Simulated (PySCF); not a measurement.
**Germanium: a sound run and one with changed settings**

Sound run: Ge⁺ [Ar] 3d10 4s2 4p1, Ge²⁺ [Ar] 3d10 4s2. Computed with PySCF 2.14 in cc-pVTZ-DK, with the spin-free X2C one-electron Hamiltonian (Gaussian nucleus). The sound run starts from symmetry-adapted Hartree-Fock orbitals and uses a fine grid where one is needed.

A second run was set up differently.

```csv
species,method,sound run (hartree),changed run (hartree),converged
Ge⁺,UHF,-2096.77952,-2096.77952,yes
Ge⁺,r2SCAN,-2098.40483,-2098.40595,yes
Ge⁺,LDA,-2095.13266,-2095.13281,yes
Ge²⁺,UHF,-2096.21923,-2096.21923,yes
Ge²⁺,r2SCAN,-2097.81838,-2097.81838,yes
Ge²⁺,LDA,-2094.54870,-2094.54870,yes
```

Ionisation energy of Ge⁺:

```json
{"method": "UHF", "sound run (eV)": "15.246", "changed run (eV)": "15.246"}
{"method": "r2SCAN", "sound run (eV)": "15.958", "changed run (eV)": "15.989"}
{"method": "LDA", "sound run (eV)": "15.890", "changed run (eV)": "15.895"}
```

Task: What was changed?
A. a valence shell is frozen
B. too few SCF iterations
C. angular grid far too coarse
D. basis contracted for another Hamiltonian

Result: C. It used 26 angular points. A coarse angular grid integrates products of high-l functions wrongly, so density functionals can shift, and the SCF can exploit the error; Hartree-Fock and MP2 need no grid.
